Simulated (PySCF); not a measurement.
bromo-dichloro-fluoromethane (CBrCl2F), SMILES FC(Cl)(Cl)Br.

Coordinates come from a PBE0-D3(BJ)/def2-SVP optimisation.

These are ωB97X/def2-TZVP in PySCF values and carry that method's errors.

Symmetry labels are those of the subgroup Cs that the program uses (full group Cs).

Computed valence orbital energies around the gap with their symmetry:
```tsv
orbital	symmetry	energy (eV)
HOMO−7	A"	-14.65
HOMO−6	A'	-14.50
HOMO−5	A'	-13.10
HOMO−4	A"	-12.61
HOMO−3	A'	-12.35
HOMO−2	A"	-11.94
HOMO−1	A'	-11.31
HOMO	A"	-11.08
LUMO	A'	0.56
LUMO+1	A'	2.21
LUMO+2	A"	2.70
LUMO+3	A'	4.49
```
